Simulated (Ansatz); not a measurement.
Relaxation of BCl3FH (6 atoms, charge 0, multiplicity 1), to a largest force component of 0.03 eV/Å in at most 50 steps.

Computed with RKS CAM-B3LYP-D4/6-31G* in Ansatz 0.2.0.

```xyz
6
Properties=species:S:1:pos:R:3
B -0.841 0.401 -0.123
Cl 2.165 -0.580 -0.013
Cl -1.148 0.024 -1.793
Cl -0.667 2.027 0.458
H 1.290 -1.248 0.698
F -0.799 -0.623 0.772
```

Task: Where does it end, and by what steps?

Result: It converged. After 7 steps the energy has fallen by 0.065 eV; H5 moved furthest, 0.23 Å.

```json
{"step": "0", "energy less start (eV)": "0.0000", "largest force component (eV/Å)": "1.168", "accepted": "yes"}
{"step": "1", "energy less start (eV)": "0.0152", "largest force component (eV/Å)": "1.130", "accepted": "no"}
{"step": "2", "energy less start (eV)": "-0.0502", "largest force component (eV/Å)": "0.405", "accepted": "yes"}
{"step": "3", "energy less start (eV)": "-0.0552", "largest force component (eV/Å)": "0.317", "accepted": "yes"}
{"step": "4", "energy less start (eV)": "-0.0581", "largest force component (eV/Å)": "0.289", "accepted": "yes"}
{"step": "5", "energy less start (eV)": "-0.0604", "largest force component (eV/Å)": "0.237", "accepted": "yes"}
{"step": "6", "energy less start (eV)": "-0.0629", "largest force component (eV/Å)": "0.197", "accepted": "yes"}
{"step": "7", "energy less start (eV)": "-0.0647", "largest force component (eV/Å)": "0.007", "accepted": "yes"}
```

```xyz
6
Properties=species:S:1:pos:R:3
B -0.931 0.430 -0.143
Cl 2.295 -0.673 0.024
Cl -1.271 0.086 -1.816
Cl -0.735 2.056 0.448
H 1.485 -1.327 0.779
F -0.844 -0.572 0.708
```

Time of the run: 24 s on 2 threads of Arm Neoverse V2, on a shared host, peak memory 0.22 GiB.
